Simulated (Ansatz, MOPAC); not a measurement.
Species: CaS, net charge 0, singlet state. SMILES: [S]=[Ca]

Atoms: Ca1, S2. Bonds: Ca1-S2.

Bond lengths (Å) and angles (degrees) optimised at PM6 with MOPAC; HF/STO-3G with Ansatz (a quantum-chemistry and plane-wave program); HF/3-21G with Ansatz; B3LYP/LANL2DZ with Ansatz, each started from the B3LYP-D3(BJ)/def2-TZVP structure (Ansatz) of the last column. A row stands for all coordinates that are equal there.

| coordinate | PM6 | HF/STO-3G | HF/3-21G | B3LYP/LANL2DZ | B3LYP-D3(BJ)/def2-TZVP |
|---|---|---|---|---|---|
| Ca1-S2 | 1.822 | 2.557 | 2.633 | 2.608 | 2.318 |

Mean signed difference of all 1 bond lengths from B3LYP-D3(BJ)/def2-TZVP: PM6 -0.496 Å, HF/STO-3G 0.239 Å, HF/3-21G 0.315 Å, B3LYP/LANL2DZ 0.290 Å.
